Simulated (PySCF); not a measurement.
# Where the electron goes

C₆H₁₃O (charge +1).
Z-matrix (Å and degrees, PBE0-D3(BJ)/def2-SVP geometry), rows numbered from 1:
```
C 
O   1  1.4168
C   2  1.3685  1  116.30
C   3  1.6042  2  113.45  1   -82.99
C   4  1.4486  3  105.90  2   -64.41
C   5  1.4468  4  118.36  3    77.96
C   5  1.4613  4  120.48  3   -94.91
H   1  1.1017  2  110.65  3   -57.59
H   1  1.1049  2  111.88  3    64.35
H   1  1.0964  2  107.00  3  -176.39
H   3  1.0997  2  108.63  1   155.37
H   3  1.1043  2  112.79  1    34.79
H   4  1.0985  3  106.59  2   175.01
H   4  1.0994  3  106.96  2    56.38
H   6  1.0957  5  115.69  4   178.61
H   6  1.1279  5  100.44  4   -62.65
H   6  1.1010  5  113.17  4    46.35
H   7  1.0980  5  114.01  4    15.66
H   7  1.1133  5  104.37  4  -100.53
H   7  1.1000  5  112.92  4   145.61
```

Method used: PySCF 2.14.0, density-fitted response routines, TDDFT CAM-B3LYP/def2-SVPD, vertical, gas phase, core orbitals frozen in the response.

Kohn–Sham orbitals with the atoms that hold most of them (Löwdin shares over 4%, at most four atoms; ? is withheld):

```csv
orbital,ε (eV),atoms
HOMO-3,-16.75,"C3 16%, C4 15%, C1 13%, C6 11%"
HOMO-2,-16.34,"C1 22%, C3 18%, H10 10%, C4 9%"
HOMO-1,-15.03,"O2 47%, C1 14%, C3 11%, H10 5%"
HOMO,-13.72,?
LUMO,?,?
LUMO+1,-2.78,"C7 16%, C6 11%, C4 9%, C5 8%"
LUMO+2,-1.91,"H14 12%, H11 12%, H17 11%, H9 8%"
```

Q: Which atoms hold the HOMO, and with what shares?

A: O2 (bonded to 2 C) 53%; C1 (bonded to O and 3 H) 11%; C4 (bonded to 2 C and 2 H) 8%; H9 (bonded to C) 6%. By element: oxygen 53%, carbon 19% or more, hydrogen 6% or more.

Q: Which atoms hold the LUMO, and with what shares?

A: C5 (bonded to 3 C) 48%; C6 (bonded to C and 3 H) 9%; C7 (bonded to C and 3 H) 8%; C3 (bonded to C, O and 2 H) 7%.

Q: What is the LUMO energy, and the HOMO–LUMO gap?

A: ε(LUMO) = -6.61 eV; the gap is 7.11 eV (0.2613 hartree).

Q: How does S1 compare with the orbital gap of 7.11 eV?

A: S1 is at 4.31 eV (f = 0.139), 2.80 eV below the gap, made of HOMO→LUMO (98%). Without the coupling terms of the response equations the lowest excitation would equal the gap.

Q: One configuration dominates each of S1 and S2. Which, and how do the shares of the two leading atoms of either orbital change from the occupied to the empty one?

A: 
- S1 (4.31 eV, f 0.139), HOMO→LUMO (98%): O2 53% → at most 8%, C1 11% → at most 8%, C5 at most 6% → 48%, C6 at most 6% → 9%
- S2 (5.22 eV, f 0.0055), HOMO-1→LUMO (90%): O2 47% → at most 8%, C1 14% → at most 8%, C5 at most 5% → 48%, C6 at most 5% → 9%

One conformer stands for the species.
